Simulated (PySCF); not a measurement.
C₇H₇N₃O, SMILES c1oc(-c2cccn2C)nn1.

Geometry: r2SCAN-D4/def2-SVP. The values are those of a single conformer.

The numbers are results of PBE/def2-SVP (PySCF), not measurements.

Symmetry labels are those of the subgroup Cs that the program uses (full group Cs).

List the valence orbital energies around the gap with their symmetry. (The exact figures need the calculation; the answer reports its results.)


| orbital | symmetry | energy (eV) |
|---|---|---|
| HOMO−7 | A" | -9.34 |
| HOMO−6 | A' | -9.34 |
| HOMO−5 | A" | -8.41 |
| HOMO−4 | A' | -7.49 |
| HOMO−3 | A" | -7.42 |
| HOMO−2 | A" | -6.07 |
| HOMO−1 | A' | -6.05 |
| HOMO | A" | -5.25 |
| LUMO | A" | -1.75 |
| LUMO+1 | A" | -0.52 |
| LUMO+2 | A" | 0.45 |
| LUMO+3 | A' | 1.14 |
